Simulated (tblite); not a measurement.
H4N (SMILES [NH4+]), charge +1, singlet, at a GFN2-xTB geometry; GFN1-xTB run with tblite.

The tblite input:
```
$ tblite run mol.xyz --method gfn1 --charge 1 --spin 0 --efield 0,0,0.1 --json tblite.json --no-restart

# file mol.xyz
5

N      0.00000000    -0.00000000    -0.00000000
H     -0.69851852    -0.34749108    -0.67183826
H      0.02245826     1.02891450    -0.02958725
H     -0.25206810    -0.31063626     0.94868941
H      0.92812837    -0.37078716    -0.24726391
```

The log (banner, timings and long lists left out):

```
xTB calculator
 | screened Coulomb repulsion
 | Coulomb electrostatics
 |  * isotropic Klopman-Ohno-Mataga-Nishimoto electrostatics
 |  * onsite third-order electrostatics
 | DFT-D3(BJ) dispersion correction
 | Interactions (1)
 | [1] electric field

halogen bonding energy    0.0000000000000E+00 Eh
repulsion energy          6.2824597880287E-02 Eh
dispersion energy        -4.5877684190098E-04 Eh
interaction energy        0.0000000000000E+00 Eh
number of electrons       8.0000000000000E+00 e
integral cutoff           1.9731147476801E+01 bohr

------------------------------------------------------------
  cycle        total energy    energy error   density error
------------------------------------------------------------
      1     -4.893489269557  -4.9558551E+00   2.6448362E-01
      2     -4.905404322889  -1.1915053E-02   1.2795801E-01
      3     -4.906826250334  -1.4219274E-03   2.4355983E-02
      4     -4.906910179322  -8.3928988E-05   3.5826361E-04
      5     -4.906910220796  -4.1474786E-08   2.1189432E-05
      6     -4.906910221011  -2.1426771E-10   2.3214999E-06
------------------------------------------------------------

electronic energy        -4.9692760420491E+00 Eh
total energy             -4.9069102210107E+00 Eh

Post processing:
 | Mayer-Wiberg bond orders

[Info] JSON dump of results written to 'tblite.json'
```
